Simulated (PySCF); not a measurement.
Input file for PySCF: R-B3LYP/LANL2DZ on ClH2Sb (SMILES [Cl][SbH2]), a point of a bond scan (R = 5.499 Å).

```python
from pyscf import gto, scf, dft, mp
from pyscf.data.elements import chemcore

mol = gto.M(
    atom='''
    Sb   -0.33564918   -0.34298871    0.31866257
    H     0.73694183   -4.68938884   -2.87525084
    H    -1.71924546    0.02483330   -0.63200022
    Cl    1.10810693    1.12757821   -0.87884443
    ''',
    basis='lanl2dz',
    ecp={'Cl': 'lanl2dz', 'Sb': 'lanl2dz'},
    charge=0, spin=0, verbose=3, max_memory=1800)
mf = dft.RKS(mol, xc='b3lyp')
mf.conv_tol = 1e-8
mf.max_cycle = 100
mf.kernel()
if not mf.converged:
    mf = mf.newton().run(mf.mo_coeff, mf.mo_occ)
```

The log:

```
converged SCF energy = -21.3797624216391
```

The calculation finished and met its thresholds.

Cost: about 3 core-seconds (a rough figure).
